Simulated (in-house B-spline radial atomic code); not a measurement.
Results of a calculation; reference values are marked as such.
## Weak and strong correlation along the adiabatic connection

Two-electron singlets in several external potentials (atomic units), by full CI in B-splines with partial waves to l = 8 (correlation energies up to 0.6 % small). The repulsion is scaled by λ at fixed density; W(λ) is the mean repulsion less the Hartree energy, W(0) = E_x, and the area under W from 0 to 1 is E_xc.

One system gave this curve:

| λ | W (hartree) |
| --- | --- |
| 0 | -2.1878 |
| 0.02 | -2.19 |
| 0.05 | -2.1934 |
| 0.12 | -2.201 |
| 0.25 | -2.2149 |
| 0.4 | -2.2304 |
| 0.6 | -2.2502 |
| 0.8 | -2.2691 |
| 1 | -2.2872 |
| 1.4 | -2.3211 |
| 2 | -2.3666 |
| 3 | -2.4308 |
| 4.5 | -2.5062 |
| 7 | -2.5953 |
| 10 | -2.6666 |

Which system is it?
A. −Z/r, Z = 2.23, wall at 4.58 bohr
B. empty sphere, radius 0.806 bohr
C. −Z exp(−kr)/r, Z = 1.75, k = 0.239
D. −Z exp(−kr)/r, Z = 8.32, k = 1.01

B. The exchange energy sets the size: empty sphere, radius 0.806 bohr: E_x = -2.19, E_c = -0.0516; −Z exp(−kr)/r, Z = 8.32, k = 1.01: E_x = -4.91, E_c = -0.0454; −Z/r, Z = 2.23, wall at 4.58 bohr: E_x = -1.17, E_c = -0.0424; −Z exp(−kr)/r, Z = 1.75, k = 0.239: E_x = -0.84, E_c = -0.0419 hartree.
